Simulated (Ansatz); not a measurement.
Species: C2H3ClF2, charge 0, singlet. C2H3ClF2 (SMILES CC(F)(F)Cl).
B3LYP-D3(BJ)/def2-TZVP minimum from Ansatz (an electronic-structure program):
```
C
F 1 1.3523
F 1 1.3523 2 106.75
C 1 1.5033 2 111.02 3 -121.13
H 4 1.0875 1 109.73 2 -60.46
H 4 1.0875 5 109.61 1 120.56
H 4 1.0903 5 109.72 6 120.54
Cl 1 1.7983 2 107.81 3 115.61
```

Wanted: atomisation energy (electronic, to ground-state atoms), in kcal/mol. Radicals and triplets start from unrestricted determinants; spin-orbit coupling is neglected. CBS(X,Y): correlation extrapolated as X^-3, Hartree-Fock from the larger set. A bracket is a step between two methods taken in the basis named. The functionals are non-relativistic, so their misses hold any scalar relativity. Double hybrids freeze cores in their MP2 part. 'core' is core correlation in cc-pwCVTZ (1s frozen past Ne), 'X2C' scalar relativity in cc-pVTZ-DK, both at CCSD(T). For partners of very few electrons the exact lower level stands in for a higher one.

CCSD(T)/CBS(cc-pV(T+d)Z,cc-pV(Q+d)Z) + [CCSDT(Q) - CCSD(T)]/cc-pV(D+d)Z + core + X2C (Ansatz) gives 720.3 kcal/mol.

Q: How far off this value is PBE/def2-TZVPD (Ansatz), in which direction, and which of these levels come nearer: B3LYP/def2-TZVPD, PBE0/def2-TZVPD, wB97M-V/def2-TZVPD, B2PLYP/def2-TZVPD, CCSD(T)/CBS(cc-pV(T+d)Z,cc-pV(Q+d)Z) + core + X2C?

A: PBE gives 741.0 kcal/mol, 20.7 kcal/mol above it. Differences of the others: B3LYP/def2-TZVPD (Ansatz) -12.1; PBE0/def2-TZVPD (Ansatz) 0.5; wB97M-V/def2-TZVPD (Ansatz) 0.7; B2PLYP/def2-TZVPD (Ansatz) -12.4; CCSD(T)/CBS(cc-pV(T+d)Z,cc-pV(Q+d)Z) + core + X2C (Ansatz) -0.6 kcal/mol. Nearer than PBE: B3LYP/def2-TZVPD, PBE0/def2-TZVPD, wB97M-V/def2-TZVPD, B2PLYP/def2-TZVPD, CCSD(T)/CBS(cc-pV(T+d)Z,cc-pV(Q+d)Z) + core + X2C.
